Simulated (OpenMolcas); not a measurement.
Sm2+: CASPT2 settings compared

```yaml
Program: OpenMolcas
Basis: ANO-RCC-VTZP [8s7p5d3f2g1h]
Scalar_Hamiltonian: DKH2, point nucleus
Active_space: 6 electrons in 7 orbitals (4f)
State_averaging: 2S+1 = 7 even, 7 roots; 2S+1 = 5 even, 62 roots kept (CI in the orbitals of an earlier block); 2S+1 = 3 even, 3 roots kept (CI in the orbitals of an earlier block, 0 in the spin-orbit step)
Spin-orbit_coupling: state interaction with AMFI integrals over the reference wave functions, term energies averaged over their components
```

Methods on the same reference wave functions:
A. CASSCF
B. SS-CASPT2, IPEA 0.2 Eh, sigma2 regulariser 0.3 Eh (closed shells correlated: 5s 5p)
C. XMS-CASPT2, IPEA 0.1 Eh, sigma2 regulariser 0.15 Eh (closed shells correlated: 5s 5p)

Energies in eV above 4f6 7F0, the measured ground level; measured values from Martin, Zalubas and Hagan, Atomic Energy Levels: The Rare-Earth Elements, NSRDS-NBS 60 (1978).

```tsv
Level	A	B	C	Measured
4f6 7F0	0.0000	0.0000	0.0000	0.0000
4f6 7F1	0.0332	0.0354	0.0340	0.0364
4f6 7F2	0.0957	0.1012	0.0975	0.1009
4f6 7F3	0.1808	0.1892	0.1835	0.1851
4f6 7F4	0.2822	0.292	0.285	0.2824
4f6 7F5	0.3957	0.405	0.399	0.3883
4f6 7F6	0.5206	0.528	0.523	0.4993
4f6 5D0	2.5192	2.191	2.385	
4f6 5D1	2.6055	2.274	2.470	
4f6 5D2	2.7837	2.447	2.646	
4f6 5D3	3.0636	2.721	2.923	
4f6 5L6	3.2902	3.276	3.443	
4f6 5L7	3.3524	3.339	3.505	
4f6 5L8	3.4234	3.410	3.577	
4f6 5D4	3.4572	3.112	3.315	
4f6 5G3	3.5003	3.210	3.379	
4f6 5G4	3.5008	3.213	3.382	
4f6 5L9	3.5033	3.489	3.656	
4f6 5G2	3.5207	3.226	3.396	
4f6 5G5	3.5308	3.248	3.414	
4f6 5L10	3.5922	3.578	3.745	
4f6 5G6	3.6189	3.339	3.504
```

Deviations, from unrounded energies. A percentage is the sum of absolute deviations over the sum of measured energies, with the sign that they share, or ± where signs differ.

| Against measurement | Levels | A | B | C |
| --- | --- | --- | --- | --- |
| mean absolute deviation (cm-1) | 6 | 56 | 82 | 60 |
| fine structure of the ground term (%) | 6 | ±2.8 | ±4.1 | ±3.0 |

A, C lie about equally close to measurement and B furthest from it. The largest miss of A in the table is 4f6 7F6, by +170 cm-1. The ranking rests on the paired levels alone, and a cruder setting can come out closer through cancelling errors.

Between B and C the level of the table that moves most is 4f6 5D4, by 1600 cm-1 (lowest in B, highest in C). Moves below CASPT2's spread within the term are not significant.

The mean deviations of B to C differ by less than CASPT2's widest spread within a term (310 cm-1), so their order carries little weight.

From A to B the spin-free energies of the other terms of 4f6 shown, above 7F, scale by factors of 0.87 to 0.99.

The lowest spin-free term lies below A's lowest term by 0.497 hartree in B, 0.516 hartree in C.

CASPT2 breaks the degeneracy within a term, and the mean is taken; among the terms shown or strongly mixed into the levels shown the widest spread is 310 cm-1 (4f6 5L, C). High states are left out of the spin-orbit mixing, which shifts the levels that they would mix with. Terms from blocks run as CI alone lack orbitals of their own. Without dynamic correlation excited terms often stand tens of per cent too high (terms of higher spin than the ground term too low), and those without a measured partner can miss by more than the paired ones (holds for A). Computed and measured levels are paired by configuration, term and J; levels that our copy of the source lacks, or whose pairing is in doubt (as where it misses far off the trend of its configuration), stay unpaired and out of the deviations. Levels of configurations outside the active space are missing. Levels that lie high or do not pair safely by name in every column are left out.
